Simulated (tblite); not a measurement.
Problem. What does the GFN2-xTB structure of InChI=1S/C5H3F4O/c1-2-10-4(6)3-5(7,8)9/h1-3H/b2-1?,4-3+ look like in three dimensions? (Doublet state.)

Solution. 
Z-matrix in Å and degrees, rows numbered from 1:
```
C 
C   1  1.2909
O   2  1.3870  1  128.41
C   3  1.3209  2  122.27  1     5.28
F   4  1.3321  3  116.49  2     9.20
C   4  1.3361  3  122.36  2  -171.62
C   6  1.4898  4  122.73  3  -177.89
F   7  1.3474  6  113.08  4    71.52
F   7  1.3420  6  113.60  4   -49.29
F   7  1.3396  6  110.90  4  -169.28
H   1  1.0582  2  141.62  3   179.81
H   2  1.0959  1  125.24  3  -178.90
H   6  1.0741  4  120.48  3     0.78
```

C6 (carbon bonded to 2 C and H) is planar (angles 122.7°, 120.5° and 116.8°, sum 360.0°, 0.01 Å off the plane of its three neighbours). C4 (carbon bonded to C, F and O) is planar (angles 122.4°, 121.1° and 116.5°, sum 360.0°, 0.01 Å off the plane of its three neighbours). The 2 C–O bonds span 1.321 Å (O3–C4, drawn single) to 1.387 Å (C2–O3, drawn single), a spread of 0.066 Å. The C–C distances run from 1.291 Å (C1=C2, drawn double) to 1.490 Å (C6–C7, drawn single), a spread of 0.199 Å.

The geometry is computed with GFN2-xTB (gas phase). This method treats the open shell by occupation alone, without spin polarisation.

Point group: C1 (no symmetry element, even within 0.4 Å). Its GFN2-xTB frequencies are all real (lowest 20 cm⁻¹). Torsions: C1–C2–O3–C4 5°, C2–O3–C4–F5 9°.

One conformer stands for the species.
